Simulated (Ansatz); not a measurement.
`C[SiH2][SiH](O)Cl` + `N[SiH](O)O` → `O[SiH](O)N[SiH](O)Cl` + `C[SiH3]`  (cleavage of the Si–Si bond)

Calculated with Ansatz (gas phase, PBE0-D4/def2-TZVP geometries, no zero-point term in ΔE). CCSD(T)/CBS is the MP2 limit (def2-TZVPP, def2-QZVPP) plus CCSD(T) − MP2 in def2-TZVPP, frozen cores. This one scheme is used for every species. Functionals use def2-TZVPP. B3LYP here is the variant with VWN-RPA as its local correlation; programs differ in this. One conformer a species, not always the lowest.

CCSD(T)/CBS gives -22.2 kcal/mol.

(1) Another level gave -22.3 kcal/mol. Which?
A. MP2/def2-TZVPP
B. B3LYP/def2-TZVPP
C. B2PLYP/def2-TZVPP
D. PBE0/def2-TZVPP

Largest T1 diagnostic among the species: 0.011.

## Answers

(1) C. B2PLYP -22.3, PBE0 -18.9, B3LYP -20.7, MP2/def2-TZVPP -24.1 kcal/mol.

From PBE to PBE0 (25 % exact exchange), in def2-TZVPP and without D4, ΔE moves by −1.9 kcal/mol. The D4 term adds −1.2 kcal/mol with B3LYP and −0.6 kcal/mol with PBE0; it sums over pairs of atoms, weighted by their polarisabilities, and B3LYP, whose exchange is more repulsive, gets the larger term.
